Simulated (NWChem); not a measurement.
The numbers come from NWChem runs, not from measurements. System: H4Ge, charge 0, spin multiplicity 1, at a geometry optimised with PBE/def2-SVP. The structure started from a generated list of species. Level: RHF/6-31G* (spherical d).

The NWChem input:

```
start mol
memory heap 200 mb stack 900 mb global 1100 mb
geometry units angstroms nocenter noautoz
  Ge     0.000000     0.000000     0.000000
  H      0.000000    -1.264158    -0.893926
  H      0.000000     1.264158    -0.893926
  H      1.264159     0.000000     0.893925
  H     -1.264159     0.000000     0.893925
  symmetry group C2v
end
basis spherical
  * library 6-31g*
end
scf
  rhf
  nopen 0
  maxiter 100
  thresh 1e-7
  semidirect memsize 60000000 filesize 0
end
task scf energy
```

NWChem printed:

```
             Northwest Computational Chemistry Package (NWChem) 7.3.0
             --------------------------------------------------------

                                NWChem Input Module
                                -------------------

 Scaling coordinates for geometry "geometry" by  1.889725989
 (inverse scale =  0.529177249)

 Turning off AUTOSYM since
 SYMMETRY directive was detected!

                             Geometry "geometry" -> ""
                             -------------------------

 Output coordinates in angstroms (scale by  1.889725989 to convert to a.u.)

  No.       Tag          Charge          X              Y              Z
 ---- ---------------- ---------- -------------- -------------- --------------
    1 Ge                  32.0000     0.00000000     0.00000000     0.00000000
    2 H                    1.0000     0.00000000    -1.26415800    -0.89392600
    3 H                    1.0000     0.00000000     1.26415800    -0.89392600
    4 H                    1.0000     1.26415900     0.00000000     0.89392500
    5 H                    1.0000    -1.26415900     0.00000000     0.89392500

 Effective nuclear repulsion energy (a.u.)      45.0038715510

            Nuclear Dipole moment (a.u.)
            ----------------------------
        X                 Y               Z
 ---------------- ---------------- ----------------
     0.0000000000     0.0000000000    -0.0000037795

      Symmetry information
      --------------------

 Group name             C2v
 Group number             16
 Group order               4
 No. of unique centers     3

      Symmetry unique atoms

     1    2    4


 Summary of "ao basis" -> "" (spherical)
 ------------------------------------------------------------------------------
       Tag                 Description            Shells   Functions and Types
 ---------------- ------------------------------  ------  ---------------------
 *                           6-31g*                   on all atoms

 Summary of "ao basis" -> "ao basis" (spherical)
 ------------------------------------------------------------------------------
       Tag                 Description            Shells   Functions and Types
 ---------------- ------------------------------  ------  ---------------------
 Ge                          6-31g*                 12       32   5s4p3d
 H                           6-31g*                  2        2   2s

                                 NWChem SCF Module
                                 -----------------

  ao basis        = "ao basis"
  functions       =    40
  atoms           =     5
  closed shells   =    18
  open shells     =     0
  charge          =   0.00
  wavefunction    = RHF
  use symmetry    = T
  symmetry adapt  = T

 Summary of "ao basis" -> "ao basis" (spherical)
 ------------------------------------------------------------------------------
       Tag                 Description            Shells   Functions and Types
 ---------------- ------------------------------  ------  ---------------------
 Ge                          6-31g*                 12       32   5s4p3d
 H                           6-31g*                  2        2   2s

      Symmetry analysis of basis
      --------------------------

        a1         19
        a2          3
        b1          9
        b2          9

 Forming initial guess at       0.1s

      Superposition of Atomic Density Guess
      -------------------------------------

 Sum of atomic energies:       -2077.01436663

      Non-variational initial energy
      ------------------------------

 Total energy =   -2077.252780
 1-e energy   =   -2985.103383
 2-e energy   =     862.846731
 HOMO         =      -0.413524
 LUMO         =       0.120010

      Symmetry analysis of molecular orbitals - initial
      -------------------------------------------------

  Numbering of irreducible representations:

     1 a1          2 a2          3 b1          4 b2

  Orbital symmetries:

     1 a1          2 a1          3 a1          4 b1          5 b2
     6 a1          7 a1          8 b1          9 b2         10 b2
    11 b1         12 a1         13 a1         14 a2         15 a1
    16 a1         17 b1         18 b2         19 b2         20 b1
    21 a1         22 a1         23 a1         24 b1         25 b2
    26 a1         27 a1         28 a2

 Starting SCF solution at       0.5s

 ----------------------------------------------
         Quadratically convergent ROHF

 Convergence threshold     :          1.000E-07
 Maximum no. of iterations :          100
 Final Fock-matrix accuracy:          1.000E-09
 ----------------------------------------------

              iter       energy          gnorm     gmax       time
             ----- ------------------- --------- --------- --------
                 1    -2077.3651850991  3.17D-01  9.72D-02      0.5
                 2    -2077.3781778294  1.75D-02  6.12D-03      0.5
                 3    -2077.3782259600  2.31D-04  1.23D-04      0.6
                 4    -2077.3782259670  1.71D-08  1.02D-08      0.6

       Final RHF  results
       ------------------

         Total SCF energy =  -2077.378225966987
      One-electron energy =  -2986.170385313207
      Two-electron energy =    863.788287795200
 Nuclear repulsion energy =     45.003871551020

        Time for solution =      0.0s

       Symmetry analysis of molecular orbitals - final
       -----------------------------------------------

  Numbering of irreducible representations:

     1 a1          2 a2          3 b1          4 b2

  Orbital symmetries:

     1 a1          2 a1          3 b2          4 b1          5 a1
     6 a1          7 b2          8 b1          9 a1         10 b2
    11 b1         12 a1         13 a2         14 a1         15 a1
    16 a1         17 b1         18 b2         19 b2         20 b1
    21 a1         22 a1         23 a1         24 b2         25 b1
    26 a1         27 a1         28 a2

             Final eigenvalues
             -----------------

              1
    1 -405.2446
    2  -52.1816
    3  -46.2715
    4  -46.2715
    5  -46.2715
    6   -7.2075
    7   -5.1817
    8   -5.1817
    9   -5.1817
   10   -1.6340
   11   -1.6340
   12   -1.6340
   13   -1.6302
   14   -1.6302
   15   -0.7336
   16   -0.4692
   17   -0.4692
   18   -0.4692
   19    0.1606
   20    0.1606
   21    0.1606
   22    0.2092
   23    0.3010
   24    0.3318
   25    0.3318
   26    0.3318
   27    0.6106
   28    0.6106

                       ROHF Final Molecular Orbital Analysis
                       -------------------------------------

 Vector   16  Occ=2.000000D+00  E=-4.692314D-01  Symmetry=a1
              MO Center= -4.9D-12,  3.9D-12, -1.9D-07, r^2= 2.6D+00
   Bfn.  Coefficient  Atom+Function         Bfn.  Coefficient  Atom+Function
  ----- ------------  ---------------      ----- ------------  ---------------
    13      0.450559  1 Ge pz                 9     -0.187980  1 Ge pz
    34     -0.182200  2 H  s                 36     -0.182200  3 H  s
    38      0.182200  4 H  s                 40      0.182200  5 H  s
    33     -0.160319  2 H  s                 35     -0.160319  3 H  s
    37      0.160319  4 H  s                 39      0.160319  5 H  s

 Vector   17  Occ=2.000000D+00  E=-4.692254D-01  Symmetry=b1
              MO Center=  4.9D-12,  4.0D-16,  6.1D-01, r^2= 2.3D+00
   Bfn.  Coefficient  Atom+Function         Bfn.  Coefficient  Atom+Function
  ----- ------------  ---------------      ----- ------------  ---------------
    11      0.450555  1 Ge px                38      0.257676  4 H  s
    40     -0.257676  5 H  s                 37      0.226726  4 H  s
    39     -0.226726  5 H  s                  7     -0.187979  1 Ge px

 Vector   18  Occ=2.000000D+00  E=-4.692253D-01  Symmetry=b2
              MO Center=  4.4D-17, -3.8D-12, -6.1D-01, r^2= 2.3D+00
   Bfn.  Coefficient  Atom+Function         Bfn.  Coefficient  Atom+Function
  ----- ------------  ---------------      ----- ------------  ---------------
    12      0.450555  1 Ge py                34     -0.257676  2 H  s
    36      0.257676  3 H  s                 33     -0.226726  2 H  s
    35      0.226726  3 H  s                  8     -0.187979  1 Ge py

 Vector   19  Occ=0.000000D+00  E= 1.605965D-01  Symmetry=b2
              MO Center= -4.4D-15,  8.8D-11,  4.9D-01, r^2= 5.8D+00
   Bfn.  Coefficient  Atom+Function         Bfn.  Coefficient  Atom+Function
  ----- ------------  ---------------      ----- ------------  ---------------
    16      1.449085  1 Ge py                34      0.859685  2 H  s
    36     -0.859685  3 H  s

 Vector   20  Occ=0.000000D+00  E= 1.605966D-01  Symmetry=b1
              MO Center=  3.3D-12, -8.0D-17, -4.9D-01, r^2= 5.8D+00
   Bfn.  Coefficient  Atom+Function         Bfn.  Coefficient  Atom+Function
  ----- ------------  ---------------      ----- ------------  ---------------
    15      1.449086  1 Ge px                38     -0.859685  4 H  s
    40      0.859685  5 H  s

 Vector   21  Occ=0.000000D+00  E= 1.606020D-01  Symmetry=a1
              MO Center= -3.3D-12, -9.8D-11,  1.2D-06, r^2= 6.0D+00
   Bfn.  Coefficient  Atom+Function         Bfn.  Coefficient  Atom+Function
  ----- ------------  ---------------      ----- ------------  ---------------
    17      1.449155  1 Ge pz                34      0.607907  2 H  s
    36      0.607907  3 H  s                 38     -0.607908  4 H  s
    40     -0.607908  5 H  s

 center of mass
 --------------
 x =   0.00000000 y =   0.00000000 z =  -0.00000005

 moments of inertia (a.u.)
 ------------------
          23.007025382596           0.000000000000           0.000000000000
           0.000000000000          23.007043581461           0.000000000000
           0.000000000000           0.000000000000          23.006250719037

  Mulliken analysis of the total density
  --------------------------------------

    Atom       Charge   Shell Charges
 -----------   ------   -------------------------------------------------------
    1 Ge  32    31.86   2.00  2.00  6.00  2.00  5.99  1.13  2.17  0.10  0.27  6.89  2.95  0.35
    2 H    1     1.04   0.47  0.56
    3 H    1     1.04   0.47  0.56
    4 H    1     1.04   0.47  0.56
    5 H    1     1.04   0.47  0.56

       Multipole analysis of the density wrt the origin
       ------------------------------------------------

     L   x y z        total         open         nuclear
     -   - - -        -----         ----         -------
     0   0 0 0     -0.000000      0.000000     36.000000

     1   1 0 0     -0.000000      0.000000      0.000000
     1   0 1 0      0.000000      0.000000      0.000000
     1   0 0 1      0.000001      0.000000     -0.000004

     2   2 0 0    -15.597451      0.000000     11.413821
     2   1 1 0      0.000000      0.000000      0.000000
     2   1 0 1     -0.000000      0.000000      0.000000
     2   0 2 0    -15.597452      0.000000     11.413803
     2   0 1 1     -0.000000      0.000000      0.000000
     2   0 0 2    -15.597466      0.000000     11.414590

 Task  times  cpu:        0.5s     wall:        0.5s

 Total times  cpu:        0.6s     wall:        0.6s
```
